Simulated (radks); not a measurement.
The numbers below are computed, except where a source is named.
Question: Ionisation of the platinum ion Pt3+, [Xe] 4f14 5d7, to Pt4+, [Xe] 4f14 5d6, under several functionals. Dirac Kohn-Sham, spin-unpolarised, spherical densities, point nucleus; open shells are shared between the two j in proportion to 2j + 1; a radial shooting solver on a logarithmic mesh with Libxc functionals. Known Delta-SCF values: PBEsol 45.665 eV; LDA (Slater exchange, VWN5 correlation) 45.941 eV; LDA (Slater exchange, Perdew-Wang correlation) 45.935 eV. What does exchange-only B88 give, and what is its highest occupied eigenvalue?

Answer: 44.402 eV by Delta-SCF; the 5d5/2 eigenvalue is -36.893 eV. NIST: 43 eV (theoretical).

Beside tabulated values, note that spin-unpolarised runs miss the spin-polarisation part of the exchange energy of open shells.
